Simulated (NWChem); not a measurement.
Molecule: CH₆MgOSi; SMILES [CH3][Mg][O][SiH3]

```xyz
10

Mg     0.0000     0.0000    -1.1903
C      0.0000     0.0000    -3.2727
H     -0.6648     0.7748    -3.6732
H     -0.3386    -0.9631    -3.6732
H      1.0034     0.1883    -3.6732
O      0.0000     0.0000     0.6220
Si     0.0000     0.0000     2.2518
H     -1.0415    -0.9150     2.8129
H     -0.2716     1.3594     2.8129
H      1.3131    -0.4444     2.8129
```
Atoms are numbered in this order, from 1.

All runs: NWChem. Structure relaxed at the B3LYP/6-31G* (spherical d) level. Total energies compare along this basis series because the functional is fixed.

```tsv
level	basis functions	energy (Ha)	highest occupied level (eV)	orbital gap (eV)	dipole (D)
PBE/cc-pVDZ	94	-606.1475	-6.25	4.60	2.23
PBE/aug-cc-pVDZ	154	-606.1617	?	4.60	2.24
PBE/cc-pVTZ	212	-606.2255	-6.35	4.61	2.24
```

### Question
Some entries are withheld; supply them.

### Answer

- PBE/aug-cc-pVDZ, highest occupied level (eV): -6.42
